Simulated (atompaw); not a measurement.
arsenic: PAW (atompaw) pseudisation with PBEsol, scalar-relativistic reference atom.

atompaw 4.2.0.5 input, output lines left out:

```
As 33
GGA-PBESOL scalarrelativistic loggrid 1500 logderivrange -6 5 276
4 4 3 0 0 0
4 1 2
0 0 0
c
c
c
v
c
c
v
v
2
1.45 1.40 1.45 1.40
y
0.9
n
y
-0.6
n
y
-1.95
n
custom polynom2 7 10 vanderbiltortho sinc
3 1 troulliermartins
1.45
1.45
1.45
1.45
1.45
1.05
```

Poles of the logarithmic derivatives, all-electron (AE) and pseudo (PS). s: poles at no energy (AE) and no energy (PS) Ry. p: poles at no energy (AE) and no energy (PS) Ry. d: poles at -3.2 (AE) and -3.2 (PS) Ry. Test radius 1.45 bohr.

* Cutoffs needed: 260 Ry and over 300 Ry (the cutoffs (Ry, on a coarse ladder) from which the occupation-weighted sum of valence levels, in a spherical-Bessel basis at the reference potential, stays within 10 and 1 mRy of its value at 400 Ry)
* Ghost test: ghost states, extra bound levels that the all-electron valence spectrum of the same l lacks: s at -565.8 eV, p at -97.7 eV; a true bound ghost makes a file unfit for plane-wave use (spherical-Bessel basis up to 400 Ry, 20 bohr box)
* Lowest eigenvalue of the overlap operator: 0.07 (s channel)
* Overlap eigenvalues printed by atompaw (projector basis): 0.16, 1.63, 12.2, 529, 2.13e+04, 1.09e+05
* Share of each valence orbital outside the PAW sphere: 4s 72 %, 4p 85 %, 3d 3 %
